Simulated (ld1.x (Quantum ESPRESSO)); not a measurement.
## Building the TM potential for germanium (Ge) (PBEsol, scalar-relativistic).

- Element: germanium (Ge)
- Generator: ld1.x (Quantum ESPRESSO) 7.5
- Type: norm-conserving Troullier–Martins (Kleinman–Bylander form)
- Functional: PBEsol
- Relativity: scalar-relativistic
- Frozen core: [Ar] 3d10
- Valence charge: 4
- Reference configuration: 4s2 4p2
- Partial waves: 4s (bound): rc 1.70 bohr; 4p (bound): rc 2.05 bohr
- Local potential: the p channel
- Core correction: a·sin(br)/r model core, default radius (core density twice the valence density)

Calculated quality:

| Quantity | Value |
| --- | --- |
| Cutoffs needed | 25 Ry and 40 Ry (the cutoffs (Ry, on a coarse ladder) from which the occupation-weighted sum of valence levels, in a spherical-Bessel basis at the reference potential, stays within 10 and 1 mRy of its value at 400 Ry) |
| Ghost test | ghost state, extra bound levels that the all-electron valence spectrum of the same l lacks: s at -1088.3 eV; a true bound ghost makes a file unfit for plane-wave use (spherical-Bessel basis up to 400 Ry, 20 bohr box) |
| Largest excitation error | -317 meV (all-electron minus pseudo) for 4s1 4p0, out of 7 test configurations |

Generation and tests took about 1.3 s on one core of a shared server CPU.
